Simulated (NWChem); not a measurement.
Molecule: C$_{2}$H$_{5}$FOSi; SMILES O(C=C)[SiH2]F

```xyz
10

C      0.3424    -2.6833     0.1370
C      0.1000    -1.4780    -0.3721
O     -0.3513    -0.4421     0.3794
Si    -0.4977     1.1461    -0.0707
F      0.9256     1.9004     0.0840
H      0.1978    -2.8857     1.2003
H      0.6915    -3.4849    -0.5145
H      0.2431    -1.2634    -1.4405
H     -0.8812     1.2271    -1.5045
H     -1.4577     1.7625     0.8684
```
Atoms are numbered in this order, from 1.

Computed with NWChem. Pople sets run with spherical d functions. Coordinates come from a PBE0/def2-SVP optimisation. Level M06-2X/6-31G*: energy and gradient on several grids; changes count from the extra-fine grid, which is no exact limit either.

```
grid     size of the energy change (μHa)  largest change of a gradient component (μHa/bohr)  time, medium = 1 (rough)
-------  -------------------------------  -------------------------------------------------  ------------------------
xcoarse                             1000                                               5000                   about 1
coarse                               500                                               1000                   about 1
medium                               200                                                400                   about 1
fine                                  10                                                200                   about 1
xfine                               < 10                                               < 30                         3
```
